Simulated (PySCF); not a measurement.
Species: C6H9P2 (charge +1).
Structure used (GFN2-xTB), in Å, numbered top down from 1:
```xyz
17
C6H9P2 angstrom
P     -1.4163    1.9240    0.3827
C     -0.0129    0.7930    0.0490
C      1.3131    1.1299   -0.1676
C      2.2454    0.1292   -0.4053
C      1.8690   -1.2069   -0.4260
C      0.5497   -1.5682   -0.2090
C     -0.3819   -0.5602    0.0247
P     -2.1158   -0.8978    0.3199
H     -1.1425    2.8632   -0.6067
H     -0.8097    2.6765    1.3836
H      1.6185    2.1657   -0.1518
H      3.2774    0.3951   -0.5754
H      2.6071   -1.9712   -0.6117
H      0.2525   -2.6071   -0.2217
H     -2.2645   -2.2700    0.2586
H     -3.0002   -0.4202   -0.6145
H     -2.5957   -0.5628    1.5612
```

Computed, not measured: TDDFT wB97X-D/def2-SVPD, vertical, gas phase, core orbitals frozen in the response in PySCF.

Ground-to-excited transition dipoles (e·a0, same axes as the geometry; the sign carries no meaning), for the states with f of 0.002 or more among the lowest 8:

| state | E (eV) | μx | μy | μz |
| --- | --- | --- | --- | --- |
| S1 | 5.196 | -0.266 | 0.354 | 0.073 |
| S3 | 5.731 | 0.278 | 0.338 | -0.032 |
| S4 | 6.416 | 0.529 | -0.200 | -0.256 |
| S5 | 6.430 | 0.639 | -0.333 | 0.023 |
| S6 | 6.459 | 0.483 | -0.063 | -0.174 |
| S7 | 6.668 | -1.675 | 0.037 | 0.296 |
| S8 | 6.713 | 0.065 | -0.425 | -0.121 |

Problem. What oscillator strength does each state have?

Solution. f = (2/3) ΔE |μ|² with ΔE in hartree (27.2114 eV).

```json
{"state": "S1", "|μ|² (au)": "0.202", "|μ| (D)": "1.14", "f": "0.026"}
{"state": "S3", "|μ|² (au)": "0.193", "|μ| (D)": "1.12", "f": "0.027"}
{"state": "S4", "|μ|² (au)": "0.385", "|μ| (D)": "1.58", "f": "0.061"}
{"state": "S5", "|μ|² (au)": "0.519", "|μ| (D)": "1.83", "f": "0.082"}
{"state": "S6", "|μ|² (au)": "0.268", "|μ| (D)": "1.32", "f": "0.042"}
{"state": "S7", "|μ|² (au)": "2.893", "|μ| (D)": "4.32", "f": "0.473"}
{"state": "S8", "|μ|² (au)": "0.200", "|μ| (D)": "1.14", "f": "0.033"}
```

Problem. What angle do the transition dipoles of S1 and S3 make?

Solution. |cos θ| = |μa·μb| / (|μa| |μb|) = 0.22, so θ ≈ 77° (taken between 0 and 90°, since the signs are arbitrary).

Problem. How is the summed strength of these states shared among x, y and z?

Solution. (2/3) Σ ΔE μα² gives 0.624 for x, 0.086 for y and 0.033 for z, 0.743 in all.

Problem. What peak molar absorption coefficient would the strongest computed level give as a lone Gaussian band 0.3 eV wide at half height?

Solution. ε(max) = 2.175×10⁸ f / FWHM, with the width in cm⁻¹. S7: 2.175×10⁸ × 0.4727 / 2420 ≈ 42000 L mol⁻¹ cm⁻¹.

One conformer stands for the species.
